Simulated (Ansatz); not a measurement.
`C[Te][SiH2]O` + `BF` → `C[Te]BF` + silanol  (formal exchange of groups at a Te–Si bond)

Gas-phase electronic energies from Ansatz, PBE0-D4/def2-TZVP geometries. CCSD(T)/CBS adds triple-zeta CCSD(T) − MP2 to the extrapolated MP2 energy (def2 sets, frozen cores). This one scheme is used for every species. DFT in def2-TZVPP. def2 core potentials past Kr. For Te outer-core shells are correlated without core-valence functions, which leaves a few kJ/mol of doubt a bond. One conformer a species, not always the lowest.

`C[Te][SiH2]O`:

```xyz
10

C    -0.312    1.030   -1.601
Te   -1.671    0.709    0.034
Si   -0.174   -0.876    1.190
O     1.210   -0.104    1.653
H    -0.158    0.097   -2.138
H     0.626    1.419   -1.215
H    -0.778    1.763   -2.257
H     0.195   -2.007    0.294
H    -0.943   -1.395    2.352
H     2.006   -0.637    1.688
```

`BF`:

Z-matrix (Å, degrees):
```
B
F 1 1.317
H 1 1.197 2 117.8
H 1 1.198 2 117.8 3 -180.0
```

`C[Te]BF`:

Z-matrix (Å, degrees):
```
C
Te 1 2.143
H 1 1.088 2 107.9
H 1 1.087 2 108.9 3 119.7
H 1 1.087 2 109.0 3 -119.8
B 2 2.133 1 94.8 3 1.0
F 6 1.321 2 120.4 1 180.0
H 6 1.199 2 120.1 1 -0.0
```

`O[SiH3]`:

Cartesian coordinates in Å:
```
O -0.333 -0.671 1.040
Si 0.201 0.278 -0.197
H -0.992 -1.336 0.842
H 0.837 -0.529 -1.274
H 1.197 1.198 0.397
H -0.910 1.060 -0.808
```

```
       species  r2SCAN energy (Eh)
`C[Te][SiH2]O`          -674.59387
          `BF`          -125.91479
     `C[Te]BF`          -433.37991
     `O[SiH3]`          -367.13098
```

**Question.** Work out ΔE.

**Answer.** ΔE = (-433.37991) + (-367.13098) − (-674.59387) − (-125.91479) = -0.00223 Eh = -0.06 eV. CCSD(T)/CBS gives +0.01 eV.

Largest T1 diagnostic among the species: 0.013.

In def2-TZVPP, CCSD(T) changes the Hartree–Fock value by −0.10 eV (the triples alone add −0.02 eV) and MP2 by −0.07 eV. The D4 term adds +0.06 eV with B3LYP and +0.03 eV with PBE0; it sums over pairs of atoms, weighted by their polarisabilities, and B3LYP, whose exchange is more repulsive, gets the larger term. From PBE to PBE0 (25 % exact exchange), in def2-TZVPP and without D4, ΔE moves by +0.05 eV.

B3LYP here is the variant with VWN-RPA as its local correlation; programs differ in this.
